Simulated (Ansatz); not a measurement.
Cs8Cl8⁻ (started as a model of: 2x2x4 CsCl rock-salt block). Total charge -1; doublet. Geometry PBE-D4/def2-SVP; atoms count from 1.

Cartesian coordinates in Å:
```
Cs 1.356 3.345 4.269
Cl -0.448 0.984 2.726
Cs -2.327 -1.420 1.225
Cl -4.034 -3.768 -0.463
Cl 4.128 1.941 3.143
Cs 2.428 -0.544 1.655
Cl 0.546 -2.881 0.056
Cs -1.259 -5.239 -1.492
Cl 1.301 5.168 1.513
Cs -0.610 2.924 -0.096
Cl -2.388 0.468 -1.636
Cs -4.189 -1.894 -3.181
Cs 4.092 3.788 0.403
Cl 2.290 1.428 -1.145
Cs 0.509 -0.960 -2.784
Cl -1.395 -3.340 -4.193
```

In the def2 sets Cs takes a core potential; there is no spin–orbit coupling. The highest occupied level of the relaxed charge -1 doublet lies above zero (up to 0.44 eV). By energy differences its removal costs 0.30 eV (each at its own geometry, to the charge 0 singlet, at PBE-D4/def2-SVP); self-interaction error and the lack of diffuse functions both raise the level. The gap within one spin of the relaxed charge -1 doublet nearly closes, so an electron or hole may be smeared out by delocalisation error.

Question: Estimate the Mulliken populations from the PBE/def2-SVP orbitals of Ansatz.

Answer: 
```csv
atom,charge (e),spin (α − β)
Cs1,0.20,0.28
Cl2,-0.47,0.00
Cs3,0.49,-0.03
Cl4,-0.47,0.00
Cl5,-0.47,0.00
Cs6,0.49,-0.03
Cl7,-0.47,0.00
Cs8,0.20,0.28
Cl9,-0.47,0.00
Cs10,0.49,-0.03
Cl11,-0.47,0.00
Cs12,0.20,0.28
Cs13,0.20,0.28
Cl14,-0.47,0.00
Cs15,0.49,-0.03
Cl16,-0.47,0.00
```
Mulliken values and Mayer orders depend strongly on the basis.

Question: Where does the spin sit?

Answer: Summed by element: Cs 1.01, Cl -0.01, of 1 unpaired in all. Largest on single atoms: Cs1 0.28, Cs12 0.28, Cs13 0.28.

Question: And the Mayer bond orders between bonded heavy atoms (over 0.3)?

Answer: Cs1–Cl5 0.37 (3.30 Å); Cs1–Cl9 0.37 (3.31 Å); Cl2–Cs3 0.31 (3.40 Å); Cs3–Cl4 0.38 (3.36 Å); Cl4–Cs8 0.37 (3.31 Å); Cl4–Cs12 0.37 (3.30 Å); Cl5–Cs6 0.38 (3.36 Å); Cl5–Cs13 0.37 (3.31 Å); Cs6–Cl7 0.31 (3.40 Å); Cs8–Cl16 0.37 (3.30 Å); Cl9–Cs10 0.38 (3.36 Å); Cl9–Cs13 0.37 (3.30 Å); Cs10–Cl11 0.31 (3.40 Å); Cs12–Cl16 0.37 (3.31 Å); Cl14–Cs15 0.31 (3.40 Å); Cs15–Cl16 0.38 (3.36 Å).
